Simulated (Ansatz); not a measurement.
Geometry optimisation, RKS PBE/def2-SVP (Ansatz 0.2.0).

input.yaml

```yaml
crystal:
  periodic: [false, false, false]
  atoms:
    - { symbol: Al, position_ang: [0.352892, -0.511867, 0.271592] }
    - { symbol: O, position_ang: [-1.287988, 1.777042, -1.162687] }
    - { symbol: "N", position_ang: [2.015809, 0.129354, 0.216365] }
    - { symbol: "N", position_ang: [-0.67526, -0.581432, 1.724083] }
    - { symbol: H, position_ang: [-1.345506, 0.943467, -1.669934] }
    - { symbol: S, position_ang: [-0.319936, -1.508955, -1.634122] }
    - { symbol: H, position_ang: [-0.472773, 2.176487, -1.521995] }
    - { symbol: H, position_ang: [2.414993, 0.785691, 0.891757] }
    - { symbol: H, position_ang: [2.722434, -0.124765, -0.477902] }
    - { symbol: H, position_ang: [-1.696689, -0.545562, 1.698477] }
    - { symbol: H, position_ang: [-0.350496, -0.403868, 2.677427] }
    - { symbol: H, position_ang: [-1.357378, -2.135592, -1.01316] }
basis:
  gaussian: { orbitals: def2-SVP }
hamiltonian:
  xc: pbe
relax:
  f_tol: 0.03
  max_steps: 50
output:
  orbitals: {}
```

Command:

```bash
$ ansatz run input.yaml --threads 2 --pin off --max-ram 3072MiB --backend cpu --events-out ev --progress --plain --runs-dir out
```

**Question.** Where does it end, and by what steps?

**Answer.** The forces met the threshold. The force dipped under the threshold on the way, but the program's further checks kept it going. After 47 steps the energy has fallen by 1.442 eV; H7 moved furthest, 2.26 Å. Parted: O2–H7 (0.98 → 2.53 Å). Joined: Al1–O2 (3.16 → 1.75 Å), N3–H7 (3.66 → 1.03 Å).

```
step  energy less start (eV)  largest force component (eV/Å)  accepted
   0                  0.0000                           0.396       yes
   2                 -0.2251                           1.048       yes
   4                 -0.4642                           0.880       yes
   6                 -0.5726                           0.136       yes
   8                 -0.5787                           0.082       yes
  10                 -0.5894                           0.125       yes
  12                 -0.6136                           0.459       yes
  14                 -0.6306                           0.167       yes
  16                 -0.6392                           0.124       yes
  18                 -0.6413                           0.052       yes
  20                 -0.6421                           0.113       yes
  22                 -0.6433                           0.030       yes
  24                 -0.6442                           0.106       yes
  26                 -0.6455                           0.078       yes
  28                 -0.6522                           0.211       yes
  30                 -0.8185                           1.066       yes
  32                 -1.2366                           0.800       yes
  34                 -1.3490                           1.122       yes
  36                 -1.3885                           0.500       yes
  38                 -1.4151                           0.378       yes
  40                 -1.4264                           0.245       yes
  42                 -1.4336                           0.178       yes
  44                 -1.4376                           0.092       yes
  46                 -1.4322                           0.297        no
  47                 -1.4422                           0.014       yes
```

```xyz
12
Properties=species:S:1:pos:R:3
Al -0.375 -0.055 -0.233
O -0.968 1.411 -0.993
N 1.542 0.668 -0.212
N -0.753 -0.320 1.523
H -1.856 1.405 -1.382
S -0.126 -1.921 -1.480
H 1.535 1.599 -0.653
H 1.837 0.767 0.770
H 2.221 0.068 -0.699
H -1.401 0.299 2.019
H -0.790 -1.244 1.962
H -0.865 -2.679 -0.624
```

Whether the end is a true minimum wasn't checked by a vibrational analysis.

Time of the run: 98 s on 2 threads of Intel(R) Xeon(R) Platinum 8375C CPU @ 2.90GHz (Ice Lake) (shared host), peak memory 0.18 GiB.
